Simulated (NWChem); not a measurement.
System: GeSiH3Br, singlet; SMILES [SiH3][Ge][Br]

The following NWChem deck was run.

```
start job
memory heap 200 mb stack 900 mb global 1100 mb
geometry units angstroms noautosym nocenter noautoz
  Ge     0.875400    -0.495430    -0.404907
  Br    -0.315879     1.323694     0.498143
  Si    -1.045035    -2.037004    -0.067561
  H     -0.750535    -3.433382    -0.526986
  H     -2.228636    -1.528532    -0.832133
  H     -1.393469    -2.082981     1.388632
end
basis spherical
  Ge library 6-31g*
  Br library 6-31g*
  Si library 6-31g*
  H library 6-31g*
end
dft
  xc b3lyp
  iterations 150
end
property
  shielding 5 1 2 3 4 5
  efieldgrad
end
task dft property
```

Parts of the log:

```
             Northwest Computational Chemistry Package (NWChem) 7.3.0
             --------------------------------------------------------

                             Geometry "geometry" -> ""
                             -------------------------

 Output coordinates in angstroms (scale by  1.889725989 to convert to a.u.)

  No.       Tag          Charge          X              Y              Z
 ---- ---------------- ---------- -------------- -------------- --------------
    1 Ge                  32.0000     0.87540000    -0.49543000    -0.40490700
    2 Br                  35.0000    -0.31587900     1.32369400     0.49814300
    3 Si                  14.0000    -1.04503500    -2.03700400    -0.06756100
    4 H                    1.0000    -0.75053500    -3.43338200    -0.52698600
    5 H                    1.0000    -2.22863600    -1.52853200    -0.83213300
    6 H                    1.0000    -1.39346900    -2.08298100     1.38863200

 Effective nuclear repulsion energy (a.u.)     466.1357371370

                              NWChem Property Module
                              ----------------------

  itol2e modified to match energy
  convergence criterion.

                                 NWChem DFT Module
                                 -----------------

 Summary of "ao basis" -> "ao basis" (spherical)
 ------------------------------------------------------------------------------
       Tag                 Description            Shells   Functions and Types
 ---------------- ------------------------------  ------  ---------------------
 Ge                          6-31g*                 12       32   5s4p3d
 Br                          6-31g*                 12       32   5s4p3d
 Si                          6-31g*                  8       18   4s3p1d
 H                           6-31g*                  2        2   2s

  itol2e modified to match energy
  convergence criterion.

[...]

          -----------------------------------------
          Chemical Shielding Tensors (GIAO, in ppm)
          -----------------------------------------

                                NWChem CPHF Module
                                ------------------

  scftype          =     RHF
  nclosed          =       42
  nopen            =        0
  variables        =     1932
  # of vectors     =        3
  tolerance        = 0.10D-03
  level shift      = 0.00D+00
  max iterations   =       50
  max subspace     =       30

 SCF residual:    8.0459916712300372E-005

Iterative solution of linear equations
  No. of variables     1932
  No. of equations        3
  Maximum subspace       30
        Iterations       50
       Convergence  1.0D-04

   iter   nsub   residual    time
   ----  ------  --------  ---------
     1      3    1.43D+00      48.0
     2      6    1.46D-01      56.1
     3      9    4.65D-03      64.1
     4     12    1.93D-04      72.0
     5     15    1.17D-05      80.0

      Atom:    1  Ge
        Diamagnetic
   2753.1701     -0.4003     -2.4336
     -0.4003   2755.3780      2.2526
     -2.4336      2.2526   2748.4484

        Paramagnetic
  -2317.2749   1021.3432    597.2262
   1021.3432  -5417.3459  -1386.4105
    597.2262  -1386.4105  -1980.0767

        Total Shielding Tensor
    435.8952   1020.9429    594.7926
   1020.9429  -2661.9678  -1384.1579
    594.7926  -1384.1579    768.3716

           isotropic =    -485.9003
          anisotropy =   -4512.9155

          Principal Components and Axis System
                 1           2           3
            -3494.5107   1338.2189    698.5908

      1        -0.2839      0.3430      0.8954
      2         0.8996     -0.2278      0.3725
      3         0.3317      0.9113     -0.2439

      Atom:    2  Br
        Diamagnetic
   3120.0110     -3.9273     -1.9684
     -3.9273   3126.4832      3.7513
     -1.9684      3.7513   3119.0676

        Paramagnetic
  -2261.8897   -535.4869    732.9185
   -535.4869  -3216.7225   -612.9448
    732.9185   -612.9448   -387.7340

        Total Shielding Tensor
    858.1213   -539.4142    730.9501
   -539.4142    -90.2393   -609.1935
    730.9501   -609.1935   2731.3336

           isotropic =    1166.4052
          anisotropy =    2988.4542

          Principal Components and Axis System
                 1           2           3
             3158.7080    700.3643   -359.8567

      1         0.3430      0.8709      0.3520
      2        -0.2278     -0.2865      0.9306
      3         0.9113     -0.3994      0.1002

      Atom:    3  Si
        Diamagnetic
    882.5871      4.2161     -0.7022
      4.2161    884.3326      0.0160
     -0.7022      0.0160    878.1887

        Paramagnetic
   -416.9689     19.2778     -2.2411
     19.2778   -401.6500      1.2510
     -2.2411      1.2510   -434.5239

        Total Shielding Tensor
    465.6181     23.4939     -2.9433
     23.4939    482.6826      1.2670
     -2.9433      1.2670    443.6648

           isotropic =     463.9885
          anisotropy =      52.7471

          Principal Components and Axis System
                 1           2           3
              499.1533    450.5774    442.2349

      1         0.5744      0.7427      0.3441
      2         0.8185     -0.5272     -0.2284
      3        -0.0118     -0.4129      0.9107

      Atom:    4  H
        Diamagnetic
     25.1779     -0.8825     -0.6420
     -0.8825     38.5483      3.9505
     -0.6420      3.9505     25.2846

[...]
```

Level: B3LYP/6-31G* (spherical d), GIAO. Low-valent species are run as closed-shell singlets; no triplet was tried in these runs. The geometry was optimised at PBE0/def2-SVP. NWChem prints the field gradient with the sign opposite to the second derivative of the potential. The printed shielding anisotropy is the first printed principal value minus the mean of the other two.
